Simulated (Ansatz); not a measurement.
```yaml
crystal:
  periodic: [false, false, false]
  atoms:
    - {symbol: F, position_ang: [-0.615421, -2.157431, 0.558927]}
    - {symbol: C, position_ang: [-0.191465, -0.946253, 0.243620]}
    - {symbol: C, position_ang: [0.983496, -0.362683, 0.139894]}
    - {symbol: Ge, position_ang: [-0.464185, 0.855934, -0.270406]}
    - {symbol: H, position_ang: [2.034383, -0.590955, 0.255466]}
    - {symbol: H, position_ang: [-0.904218, 1.910526, 0.751318]}
    - {symbol: H, position_ang: [-0.781291, 1.222963, -1.724519]}
basis:
  gaussian: {orbitals: def2-TZVPP, fitting: {mean_field: def2-universal-jkfit}}
magnetization: {spin_polarized: true, initial_magnetization: 8}
hamiltonian: {xc: {name: B2GP-PLYP}}
```

```sh
$ ansatz run in.yaml --threads 2 --pin off --events-out ev --progress --plain --max-ram 4352MiB
```

Shortened log:

```
Functional definition: B2GP-PLYP
547 factors; integrals over basis functions are off by at most 1.6e0 eV
mean field evaluation 1: about -61296.1491 eV, gradient 3.6e1 eV
mean field evaluation 2: about -61296.1495 eV, gradient 3.6e1 eV
mean field evaluation 4: about -61304.0347 eV, gradient 8.2e0 eV
mean field evaluation 8: about -61304.8165 eV, gradient 4.1e-1 eV
mean field evaluation 16: about -61305.0783 eV, gradient 5.4e0 eV
mean field evaluation 32: about -61305.3571 eV, gradient 1.2e-1 eV
mean field -61305.36200339 eV, -2252.9304993576 hartree, gradient 3.3e-6 eV, S^2 20.015041; 4 other end points of the search recorded, 0 dependent functions left out
12 core orbitals not correlated: weight in the atoms' cores, before any rotation towards them, 1.000 or more for the frozen orbitals, at most 0.000 for the correlated occupied ones
reference -61305.36212396 eV, -2252.9305037886 hartree; 20, 12 occupied and 151, 159 virtual orbitals, 547 factors
second order -22.47446924 eV of doubles, -0.00000000 eV of singles
Total energy: -61313.45293289 eV, -2253.2278355326 hartree
```

In this input the spin is set far too high for this molecule. The calculation finished and met its thresholds. The result belongs to that input, not to the molecule as meant.
